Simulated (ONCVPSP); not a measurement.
**Varying the ONCV potential for tungsten (W)**

Base potential:

* Element: tungsten (W)
* Generator: ONCVPSP 4.0.1
* Type: optimised norm-conserving Vanderbilt (ONCV)
* Functional: PBEsol
* Relativity: scalar-relativistic
* Frozen core: [Kr] 4d10
* Valence charge: 28
* Reference configuration: 4f14 5s2 5p6 5d4 6s2
* Partial waves: 5s+6s: rc 1.80 bohr, ncon 3, nbas 6, qcut 6.2 1/bohr, 2 projectors; 5p: rc 2.05 bohr, ncon 4, nbas 8, qcut 8.5 1/bohr, 1 projector; 5d: rc 2.50 bohr, ncon 4, nbas 9, qcut 6.9 1/bohr, 2 projectors, debl 3.8 Ha; 4f: rc 0.75 bohr, ncon 3, nbas 7, qcut 26.3 1/bohr, 2 projectors, debl 2 Ha
* Local potential: polynomial inside 0.45 bohr (lpopt 2, dvloc0 0 Ha)
* Core correction: none

All-electron outer shells of the reference configuration (PBEsol, scalar-relativistic, ld1.x):

```json
{"shell": "4d", "level (eV)": "-238.27", "outermost node (bohr)": "0.22", "outermost maximum (bohr)": "0.45"}
{"shell": "5s", "level (eV)": "-79.11", "outermost node (bohr)": "0.53", "outermost maximum (bohr)": "0.96"}
{"shell": "5p", "level (eV)": "-43.22", "outermost node (bohr)": "0.57", "outermost maximum (bohr)": "1.09"}
{"shell": "4f", "level (eV)": "-33.24", "outermost node (bohr)": "–", "outermost maximum (bohr)": "0.43"}
{"shell": "6s", "level (eV)": "-5.75", "outermost node (bohr)": "1.28", "outermost maximum (bohr)": "2.64"}
{"shell": "5d", "level (eV)": "-4.51", "outermost node (bohr)": "0.63", "outermost maximum (bohr)": "1.49"}
```

Cutoffs, loose and tight: the cutoffs (Ha) at which the residual kinetic energy of the hardest occupied pseudo-wave falls to 1 and 0.1 mHa per electron. They do not see the model core or the augmentation charge, which bear on the density cutoff. Test errors are all-electron minus pseudo excitation energies from the reference, over the configurations 4f14 5s2 5p6 5d4 6s1; 4f14 5s2 5p6 5d4 6s0; 4f14 5s2 5p6 5d3 6s0; 4f13 5s2 5p6 5d5 6s2. A dash means not determined; rows that change the core or the reference have their own tests.

A true bound ghost makes a file unfit for plane-wave use even where its test errors are small: the radial tests pick states by their node count and pass the ghost by.

| change | outcome | cutoff, loose | cutoff, tight | bound ghosts | GHOST(+) flags above zero | largest test error (meV) |
| --- | --- | --- | --- | --- | --- | --- |
| base | generated | 261 Ha | 288 Ha | s, p | s, d | -140 |
| d: debl 0.3 | generated | 261 Ha | 288 Ha | s, p | s, d | -141 |
| local potential polynomial inside 0.45 bohr (lpopt 2, dvloc0 2 Ha) | generated | 261 Ha | 288 Ha | s, p | d | -149 |
| all radii scaled by about 1.03 (s 1.86, p 2.12, d 2.58, f 0.78 bohr); local potential polynomial inside 0.46 bohr (lpopt 2, dvloc0 0 Ha) | generated | 250 Ha | 277 Ha | s, p | d | -146 |
| s: nbas 8 | generated | 261 Ha | 288 Ha | s, p | s, d | -136 |
| s: qcut 6.4; p: qcut 8.7; d: qcut 7.1; f: qcut 27 | generated | 266 Ha | 294 Ha | s, p | d | -144 |
| core correction Teter function, fcfact 2.5, rcfact 1.05 | generated | 261 Ha | 288 Ha | s, p | s, d | -150 |

Task: What comes out with this change to the base: core [Xe] 4f14, valence charge 6; reference 5d4 6s1.75; waves now 6s: rc 2.75 bohr, ncon 4, nbas 8, qcut 2.8 1/bohr, 1 projector; p scattering state at 0.04 Ha: rc 2.80 bohr, ncon 4, nbas 7, qcut 2.6 1/bohr, 1 projector; 5d: rc 0.50 bohr, ncon 4, nbas 8, qcut 17.5 1/bohr, 1 projector; f scattering state at 0.31 Ha: rc 2.90 bohr, ncon 5, nbas 9, qcut 3.6 1/bohr, 2 projectors, debl 2.7 Ha; local potential polynomial inside 0.30 bohr (lpopt 4, dvloc0 0 Ha)?

Result: outcome: failed: ERROR pspot: first pseudo wave function has node, program will stop. Cause: the optimised pseudo-wave of the first projector has a node, so the radial equation cannot be inverted for a potential.

Task: What comes out with this change to the base: reference 4f14 5s2 5p6 5d4 6s0.5?

Result: outcome: generated; cutoff, loose: 261 Ha; cutoff, tight: 288 Ha; bound ghosts: s, p; GHOST(+) flags above zero: s, d; largest test error (meV): -3.3.

Task: What comes out with this change to the base: f: nproj 0; local potential the f channel?

Result: outcome: generated; cutoff, loose: 261 Ha; cutoff, tight: 288 Ha; bound ghosts: s, p, d; GHOST(+) flags above zero: none; largest test error (meV): +85.
